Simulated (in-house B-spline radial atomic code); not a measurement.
**B97-1 excitations of Ar⁸⁺**

Method: B97-1. Computed with an all-electron radial atomic-structure program (B-spline basis): linear response of the closed shell [He] 2s2 2p6 with the functional's adiabatic kernel; non-relativistic, point nucleus, no spin-orbit coupling, no double excitations, S, P, D and F terms only. Only terms of natural parity with L up to 3 were computed.

Command:
```bash
python run_td.py task.json out
```
Settings (radii: box in bohr, nucleus in fm):
```
Z                        18
electrons                10
configuration            [He] 2s2 2p6
hamiltonian              nr
method                   b97_1
box_radius               11.59
intervals                50
```

Cost of the run: 0.2 s on 1 thread of Intel(R) Xeon(R) Platinum 8559C (Emerald Rapids), with other jobs on the host.

The lowest states, in the order of their Tamm-Dancoff energies; the method's threshold (minus the highest occupied level) is 401.62 eV. Labels give the largest channel, * marks a mixed state, and oscillator strengths are full-response dipole values. Semilocal kernels can invert the small singlet-triplet splittings of Rydberg terms. Energies in eV:

```
     state  full response  Tamm-Dancoff  oscillator strength
2p → 3s 3P         245.46        245.48                    -
2p → 3s 1P         247.08        247.10                0.203
2p → 3p 3S         260.69        260.74                    -
2p → 3p 3D         262.28        262.30                    -
2p → 3p 1D         263.53        263.54                    -
2p → 3p 1S         273.23        273.86                    -
2p → 3d 3P         285.28        285.30                    -
2p → 3d 3F              ?             ?                    -
2p → 3d 1F         286.67        286.67                    -
2p → 3d 1P         291.43        291.62                 1.84
2s → 3s 3S         311.53        311.54                    -
2s → 3s 1S         314.83        314.99                    -
2p → 4s 3P         324.61        324.61                    -
2p → 4s 1P         325.15        325.16               0.0276
2s → 3p 3P         328.73        328.74                    -
2s → 3p 1P              ?             ?                    ?
```

Question: Where does 2s → 3p 1P lie?

Answer: At 329.88 eV in full response, 329.89 eV in Tamm-Dancoff, oscillator strength 0.345.

Question: Where does 2p → 3d 3F lie?

Answer: At 285.68 eV in full response, 285.70 eV in Tamm-Dancoff.

Question: How large is the singlet-triplet splitting of 2p → 3s (P terms) in Tamm-Dancoff?

Answer: 1.62 eV, from the unrounded values.

Question: What polarisabilities and dispersion coefficient does the method give?

Answer: Dipole 0.0381 bohr³, quadrupole 0.01138 bohr⁵, C6 0.01414 hartree·bohr⁶ for two such species.
